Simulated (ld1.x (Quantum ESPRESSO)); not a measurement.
What one change does to a pseudopotential (Te, TM semilocal)

- Element: Te
- Generator: ld1.x (Quantum ESPRESSO) 7.5
- Type: norm-conserving Troullier–Martins (semilocal form)
- Functional: PBEsol
- Relativity: scalar-relativistic
- Frozen core: [Kr]
- Valence charge: 16
- Reference configuration: 4d10 5s2 5p4
- Partial waves: 5s (bound): rc 1.35 bohr; 4d (bound): rc 1.40 bohr; 5p (bound): rc 1.70 bohr
- Local potential: the p channel
- Core correction: a·sin(br)/r model core inside 0.90 bohr

Change: wave 5s (bound): rc 1.35 bohr becomes 5s (bound): rc 1.44 bohr.

Cutoffs: the cutoffs (Ry, on a coarse ladder) from which the occupation-weighted sum of valence levels, in a spherical-Bessel basis at the reference potential, stays within 10 and 1 mRy of its value at 400 Ry; they do not see the model core or the augmentation charge, which bear on the density cutoff. Errors are all-electron minus pseudo energies relative to the spin-unpolarised reference configuration.

Question: How do hardness, ghosts and transferability respond?

Answer: The potential gets softer (110 Ry and 200 Ry → 100 Ry and 180 Ry); of the 7 tests that both files solve, the error grows in 0 and shrinks in 2 by more than 15 % and 0.3 meV (median size 7.9 → 1.2 meV); the range in which the s phases agree widens (upper end -0.2 → 1.1); neither file shows a bound ghost. A larger radius leaves more room for a smooth pseudo-wave, so fewer plane waves are needed. A semilocal file is local in each channel, so a ghost entry of none says nothing of the separable form that plane-wave codes build from it.

```csv
quantity,base,changed
"cutoff, loose",110 Ry,100 Ry
"cutoff, tight",200 Ry,180 Ry
loose cutoff by channel (10 mRy a level),"s 45 Ry, d 90 Ry, p 30 Ry","s 35 Ry, d 90 Ry, p 30 Ry"
bound ghosts,none,none
"error for 4d10 5s2 5p3, meV [ΔE 9.75 eV]",+1.3,+1.2
"error for 4d10 5s2 5p2, meV [ΔE 27.72 eV]",+11,+9.4
"error for 4d10 5s2 5p1, meV [ΔE 54.68 eV]",+31,+23
"error for 4d10 5s2 5p3.5, meV [ΔE 3.91 eV]",-0.1,-0.1
"error for 4d10 5s2 5p4.3, meV [ΔE -1.47 eV]",+0.5,+0.5
"error for 4d10 5s1 5p4, meV [ΔE 19.63 eV]",+7.9,+8.2
"error for 4d10 5s0 5p6, meV [ΔE 18.77 eV]",-20,+0.6
s: phases at 1.85 bohr within 0.05 rad from the reference energy up to (Ry; the scan ends near 5),-0.2,1.1
p: phases at 1.85 bohr within 0.05 rad from the reference energy up to (Ry; the scan ends near 5),0.6,0.6
d: phases at 1.85 bohr within 0.05 rad from the reference energy up to (Ry; the scan ends near 5),2.8,2.8
```
